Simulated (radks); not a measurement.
Values are calculated unless marked as measured or tabulated.
Fractional charge and spin in the 4s shell of bromine: the spin-up occupation runs from 0 to 1 and the spin-down occupation from 0 to 1; the fullest corner is Br2+, [Ar] 3d10 4p(up 1.5, down 1.5) 4s(up 1, down 1). Level of theory: scalar-relativistic Kohn-Sham, LDA (Slater exchange, Perdew-Wang correlation), spin-polarised, spherical densities, point nucleus (a radial shooting solver on a logarithmic mesh with Libxc functionals). Energy (eV) minus the two flat planes that join the four corners (they meet along the diagonal where the two added fractions sum to one electron); zero is where a piecewise linear energy would lie.

\begin{tabular}{lrrrrr}
down \ up & 0 & 0.25 & 0.5 & 0.75 & 1 \\ \hline
0 & 0.000 & -1.261 & -1.677 & -1.254 & 0.000 \\
0.25 & -1.261 & -1.599 & -1.103 & 0.219 & -1.186 \\
0.5 & -1.677 & -1.103 & 0.292 & -1.045 & -1.577 \\
0.75 & -1.254 & 0.219 & -1.045 & -1.508 & -1.178 \\
1 & 0.000 & -1.186 & -1.577 & -1.178 & 0.000 \\
\end{tabular}

Corners above the fullest one (they belong to Br3+ and the next ion): (up 1, down 0) 48.321 eV, (up 0, down 1) 48.321 eV, (up 0, down 0) 110.83 eV. With half an added electron in each spin the energy lies 0.292 eV from the planes, and with half an added electron in spin up alone -1.677 eV. The planes are only a guide here: the flat-plane condition holds for ground states with one frontier orbital, while this shell lies below other occupied shells, so the corners above the fullest one are inner-hole states and not the ground states of those ions.
